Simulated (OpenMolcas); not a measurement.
## O2+: effect of the IPEA shift

```json
{"Program": "OpenMolcas", "Basis": "ANO-RCC-VTZP [4s3p2d1f]", "Scalar Hamiltonian": "DKH2, point nucleus", "Active space": "2 electrons in 3 orbitals (2p)", "State averaging": "2S+1 = 3 even, 3 roots; 2S+1 = 1 even, 6 roots", "Spin-orbit coupling": "state interaction with AMFI integrals over the reference wave functions, term energies averaged over their components"}
```

Methods on the same reference wave functions:
A. CASSCF
B. SS-CASPT2, IPEA 0 Eh, imaginary shift 0.1 Eh (closed shells correlated: 1s 2s)
C. SS-CASPT2, IPEA 0.25 Eh, imaginary shift 0.1 Eh (closed shells correlated: 1s 2s)

Energies in cm-1 above 2s2 2p2 3P0, the measured ground level; measured values from Moore, Selected Tables of Atomic Spectra, NSRDS-NBS 3, section 11.

| Level | A | B | C | Measured |
| --- | --- | --- | --- | --- |
| 2s2 2p2 3P0 | 0.0 | 0.0 | 0.0 | 0.0 |
| 2s2 2p2 3P1 | 114 | 114 | 114 | 113 |
| 2s2 2p2 3P2 | 336 | 336 | 336 |  |
| 2s2 2p2 1D2 | 22739 | 20990 | 20770 | 20273 |
| 2s2 2p2 1S0 | 56077 | 47100 | 47120 | 43186 |

Deviations, from unrounded energies. A percentage is the sum of absolute deviations over the sum of measured energies, with the sign that they share, or ± where signs differ.

```tsv
Against measurement	Levels	A	B	C
mean absolute deviation (cm-1)	3	5100	1500	1500
fine structure of the ground term (%)	1	+0.3	+0.6	+0.6
other terms of the ground configuration (%)	2	+24.2	+7.3	+7.0
```

B, C lie about equally close to measurement and A furthest from it. The largest miss of C in the table is 2s2 2p2 1S0, by +3900 cm-1. The ranking rests on the paired levels alone, and a cruder setting can come out closer through cancelling errors.

Between B and C the level of the table that moves most is 2s2 2p2 1D2, by 210 cm-1 (lowest in C, highest in B). Moves below CASPT2's spread within the term are not significant.

The mean deviations of B to C differ by less than CASPT2's widest spread within a term (70 cm-1), so their order carries little weight.

From A to B the spin-free energies of the other terms of 2s2 2p2 shown, above 3P, scale by factors of 0.84 to 0.92.

The lowest spin-free term lies below A's lowest term by 0.089 hartree in B, 0.086 hartree in C.

CASPT2 breaks the degeneracy within a term, and the mean is taken; among the terms shown or strongly mixed into the levels shown the widest spread is 70 cm-1 (2s2 2p2 1D, C). With the s shell closed, the reference lacks s² → p² mixing. Computed and measured levels are paired by configuration, term and J; levels that our copy of the source lacks, or whose pairing is in doubt (as where it misses far off the trend of its configuration), stay unpaired and out of the deviations. Levels of configurations outside the active space are missing.
